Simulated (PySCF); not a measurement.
SrSe from Hartree–Fock to correlated methods

State: ¹Σ⁺ (singlet), closed shell. Set-up: Sr def2-SVP with ECP28, Se def2-SVP; scalar-relativistic core potentials (PySCF 2.14). De refers to Sr + Se in their high-spin ground configurations, without counterpoise correction. A positive dipole means Sr(−)Se(+).

```tsv
Level	Re (Å)	ωe (cm⁻¹)	De (eV)	μ (D)
RHF	2.625	283	1.32	-13.48
RHF-MP2	2.628	262	2.56	n/a
RHF-SCS-MP2	2.633	261	2.37	n/a
RHF-CCSD	2.631	266	2.18	n/a
RHF-CCSD(T)	2.653	251	2.39	n/a
PBE	2.596	272	3.52	-9.31
PBEsol	2.576	280	3.78	-9.32
revPBE	2.605	269	3.37	-9.44
r²SCAN	2.587	282	3.61	-10.29
PBE0	2.581	283	3.26	-10.54
HSE06	2.585	282	3.28	-10.39
BHandHLYP	2.593	283	2.72	-11.30
```

Question: Which functional lies closest to RHF-CCSD(T) in De, which farthest, and by how much do they differ from it?

Answer: Closest is BHandHLYP (-6.0 pm in Re, +12.7 % in ωe, +0.33 eV in De against RHF-CCSD(T) in the same basis), farthest PBEsol (-7.7 pm in Re, +11.6 % in ωe, +1.39 eV in De). CCSD(T) converges more slowly with the basis than the functionals do and binds too weakly in this one, so the order can change at the basis-set limit.

Question: What does a quarter of exact exchange do here, going from PBE to PBE0?

Answer: PBE0 less PBE: -1.5 pm in Re, +4.0 % in ωe, -0.26 eV in De. Exact exchange removes part of the self-interaction that spreads semilocal densities, and in most molecules shortens and stiffens the bond and lowers De; so it does here.

Question: What does the triples do here, going from RHF-CCSD to RHF-CCSD(T)?

Answer: RHF-CCSD(T) less RHF-CCSD: +2.2 pm in Re, -5.6 % in ωe, +0.21 eV in De. Correlation nearly always deepens the well. The bond lengthens, as in strong covalent bonds, where excitations into antibonding orbitals dominate.

Correlated steps freeze 9 core orbitals. Correlated levels converge slowly with the basis: in double zeta they bind strong bonds too weakly, by up to about 1 eV, and carry superposition errors of some tenths. Where the molecule has an RHF reference, its open-shell atoms are computed with UHF. The CCSD T1 diagnostic is raised, a sign that a single reference may not be enough here.

The whole job (state search and all levels along the bond) took about 2.9 min on 1 thread of Arm Neoverse V1 (shared host), peak memory 0.73 GiB.
